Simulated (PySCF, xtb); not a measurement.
C₃H₄BF₃, SMILES C/C(F)=C\B(F)F.

The structure is a stationary point at PBE-D3(BJ)/def2-SVP. The structure was generated by enumeration; whether it is a known compound was not checked. One conformer was computed; it need not be the lowest.

Method: PySCF with C-PCM-PBE0/def2-SVP.

The values are the electrostatic part of the solvation free energy, E(continuum) − E(gas) at the gas-phase geometry, in a cavity of scaled van der Waals radii (PySCF's table); cavitation and dispersion terms are not included. In vacuum the orbital gap is 6.66 eV. The dipole moment in vacuum is 1.85 D.

| solvent | ε | ΔG(elec) (kcal/mol) | dipole (D) | gap (eV) |
|---|---|---|---|---|
| water | 78.36 | -2.8 | 2.24 | 6.65 |
| chlorobenzene | 5.70 | -2.3 | 2.16 | 6.65 |
| N,N-dimethylformamide | 37.22 | -2.8 | 2.24 | 6.65 |

For comparison, GFN2-xTB/ALPB(water) (xtb, at the GFN2-xTB geometry, all terms of that model) gives -3.0 kcal/mol.
